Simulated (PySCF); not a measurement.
ClSi, SMILES [Si]Cl (connectivity only; charge and spin as stated), charge +1, multiplicity 1. Coordinates come from a PBE-D3(BJ)/def2-TZVPD optimisation.

TDA-LC-ωPBE/def2-TZVPD (PySCF) puts the lowest singlet excitations at 5.60, 5.60, 6.03, 6.19, 6.19, 7.78 eV.

**Question.** What are the lowest excitation roots from ADC(2)/aug-cc-pVDZ (PySCF 2.14.0)? (The exact figures need the calculation; the answer reports its results.)

**Answer.** 5.60, 5.60, 5.97, 5.97, 5.98, 6.74 eV. S1 differs by 0.00 eV (second minus first; roots are paired by order, and the bases may differ).
